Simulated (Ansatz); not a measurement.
Geometry optimisation, RKS BLYP-D4/def2-SVP in Ansatz 0.2.0.

Input:

```yaml
crystal:
  periodic: [false, false, false]
  atoms:
    - { symbol: Ti, position_ang: [0.454543, -0.299821, -0.594616] }
    - { symbol: Cl, position_ang: [-1.248358, -0.721788, 2.518721] }
    - { symbol: Cl, position_ang: [1.653302, -0.170688, -2.4756] }
    - { symbol: "N", position_ang: [-0.394381, 1.346032, -0.284991] }
    - { symbol: H, position_ang: [-1.389532, 1.537077, -0.126419] }
    - { symbol: H, position_ang: [0.148682, 2.214552, -0.174566] }
    - { symbol: "N", position_ang: [-0.90086, -1.562903, -0.791997] }
    - { symbol: H, position_ang: [-1.343292, -1.992659, 0.030778] }
    - { symbol: H, position_ang: [-1.249533, -1.954788, -1.672724] }
    - { symbol: F, position_ang: [1.532904, -0.638287, 0.830103] }
    - { symbol: H, position_ang: [0.083023, -0.691327, 2.365811] }
basis:
  gaussian: { orbitals: def2-SVP }
hamiltonian:
  xc: blyp
  dispersion: d4
relax:
  f_tol: 0.03
  max_steps: 50
```

Launched with:

```bash
$ ansatz run input.yaml --threads 4 --pin off --max-ram 5120MiB --backend cpu --events-out ev --progress --plain --runs-dir out
```

Task: Where does it end, and by what steps?

Result: It converged. After 13 steps the energy has fallen by 0.082 eV; Cl2 moved furthest, 1.06 Å.

```json
{"step": "0", "energy less start (eV)": "0.0000", "largest force component (eV/Å)": "0.830", "accepted": "yes"}
{"step": "1", "energy less start (eV)": "-0.0173", "largest force component (eV/Å)": "1.125", "accepted": "yes"}
{"step": "2", "energy less start (eV)": "-0.0168", "largest force component (eV/Å)": "0.468", "accepted": "no"}
{"step": "3", "energy less start (eV)": "-0.0546", "largest force component (eV/Å)": "0.383", "accepted": "yes"}
{"step": "4", "energy less start (eV)": "-0.0602", "largest force component (eV/Å)": "0.267", "accepted": "yes"}
{"step": "5", "energy less start (eV)": "-0.0668", "largest force component (eV/Å)": "0.132", "accepted": "yes"}
{"step": "6", "energy less start (eV)": "-0.0724", "largest force component (eV/Å)": "0.162", "accepted": "yes"}
{"step": "7", "energy less start (eV)": "-0.0750", "largest force component (eV/Å)": "0.174", "accepted": "yes"}
{"step": "8", "energy less start (eV)": "-0.0777", "largest force component (eV/Å)": "0.207", "accepted": "yes"}
{"step": "9", "energy less start (eV)": "-0.0797", "largest force component (eV/Å)": "0.149", "accepted": "yes"}
{"step": "10", "energy less start (eV)": "-0.0812", "largest force component (eV/Å)": "0.054", "accepted": "yes"}
{"step": "11", "energy less start (eV)": "-0.0818", "largest force component (eV/Å)": "0.048", "accepted": "yes"}
{"step": "12", "energy less start (eV)": "-0.0820", "largest force component (eV/Å)": "0.033", "accepted": "yes"}
{"step": "13", "energy less start (eV)": "-0.0823", "largest force component (eV/Å)": "0.027", "accepted": "yes"}
```

```xyz
11
Properties=species:S:1:pos:R:3
Ti 0.413 -0.145 -0.544
Cl -0.925 -1.686 2.809
Cl 1.822 -0.357 -2.264
N -0.401 1.545 -0.586
H -1.400 1.754 -0.678
H 0.141 2.417 -0.526
N -0.978 -1.372 -0.654
H -1.364 -1.772 0.216
H -1.358 -1.836 -1.487
F 1.244 -0.347 1.051
H 0.152 -1.136 2.286
```

Whether the end is a true minimum wasn't checked by a vibrational analysis.

Run time: 33 s on 4 threads of Arm Neoverse V1, on a shared host, peak memory 0.22 GiB.
